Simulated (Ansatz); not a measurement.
Br$_{3}$FZr, SMILES `[F][Zr]([Br])([Br])[Br]` at its PBE0-D4/def2-TZVP geometry, where that method's forces vanish. Charge 0, multiplicity 1. Zr: def2 effective core potential.

```xyz
5

F     1.5747   -0.4051   -1.1398
Zr    0.0883   -0.0227   -0.0639
Br   -0.5779   -2.0711    1.1556
Br    0.6911    1.7558    1.5486
Br   -1.7763    0.7430   -1.5004
```

**Question.** What forces (eV/Å) does PBE-D4/def2-TZVPP give on these atoms in Ansatz? (Best estimate.)

**Answer.** The calculation gave: 
```
F1   0.329 -0.085 -0.238
Zr2 -0.164  0.042  0.119
Br3 -0.057 -0.179  0.106
Br4  0.054  0.155  0.140
Br5 -0.162  0.067 -0.126
```
